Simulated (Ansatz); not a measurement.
`O[SiH2][CH]1[O][GaH]1` at its PBE0-D4/def2-TZVP geometry, where that method's forces vanish. Charge 0, multiplicity 1.

```xyz
10

O     1.2009   -0.1363   -0.6740
Si    0.0182    1.1123   -0.4592
C    -1.0181    0.1646    0.7091
O    -1.3983   -1.0810    0.0740
Ga    0.2612   -1.2924    0.8833
H     1.3283   -0.4632   -1.5697
H     0.7165    2.2966    0.0993
H    -0.4682    1.3841   -1.8396
H    -1.6861    0.5524    1.4738
H     1.0457   -2.5370    1.3032
```

(1) What forces (eV/Å) does B3LYP-D4/def2-TZVPP give on these atoms in Ansatz? (Best estimate.)

Answers

(1) Ansatz gave: 
```
O1   0.093 -0.003 -0.096
Si2 -0.040  0.324 -0.119
C3  -0.077  0.357  0.169
O4  -0.296 -0.238 -0.201
Ga5  0.301 -0.323  0.300
H6   0.040 -0.024 -0.021
H7  -0.050 -0.077 -0.033
H8   0.026 -0.015  0.096
H9   0.040 -0.025 -0.062
H10 -0.036  0.025 -0.034
```

B3LYP here is the variant with VWN-RPA as its local correlation; programs differ in this.
